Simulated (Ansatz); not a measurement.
I2Pb, charge +1, doublet, at a GFN2-xTB geometry (such geometries of metal compounds can be far from the true shape) (a state made from the parent by changing its charge; the spin is typed, not shown lowest) (core potentials on I, Pb); B3LYP/def2-SV(P) run with Ansatz (a first-principles code).

Here is a job for Ansatz.
Ansatz 0.2 input:
```yaml
crystal:
  periodic: [false, false, false]
  atoms:
    - {symbol: Pb, position_ang: [-0.01084049, -0.00932550, 1.23050916]}
    - {symbol: I, position_ang: [0.87526343, -1.53023929, -0.95591802]}
    - {symbol: I, position_ang: [-0.85849135, 1.54466741, -0.94788860]}
basis:
  gaussian:
    orbitals: def2-SV_P_.json
hamiltonian:
  xc: b3lyp
total_charge: 1
magnetization: {spin_polarized: true, initial_magnetization: 1}
scf: {lower_state_search: off}
```
The basis file holds def2-SV(P) in the JSON format of the Basis Set Exchange.

Output, abridged:

```
Functional definition: B3LYP
these checks for a lower state are left out or cut short: stability, starts, cluster_reference, orbital_swaps, neighbouring_geometries, increment
1017 factors; integrals over basis functions are off by at most 1.4e-4 eV
mean field evaluation 1: about -21449.7408 eV, gradient 1.5e1 eV
mean field evaluation 2: about -21445.5014 eV, gradient 2.8e1 eV
mean field evaluation 4: about -21451.6028 eV, gradient 1.1e0 eV
mean field evaluation 8: about -21451.6401 eV, gradient 1.5e-2 eV
mean field evaluation 16: about -21451.6401 eV, gradient 5.2e-5 eV
mean field -21451.64010948 eV, -788.3332335793 hartree, gradient 4.1e-6 eV, S^2 0.753597; 0 other end points of the search recorded, 0 dependent functions left out
reference -21451.64031772 eV, -788.3332412322 hartree; 36, 35 occupied and 42, 43 virtual orbitals, 1017 factors
Total energy: -21451.64031772 eV, -788.3332412322 hartree
Checks for a lower state left out: stability, starts, cluster_reference, orbital_swaps, neighbouring_geometries, increment
```
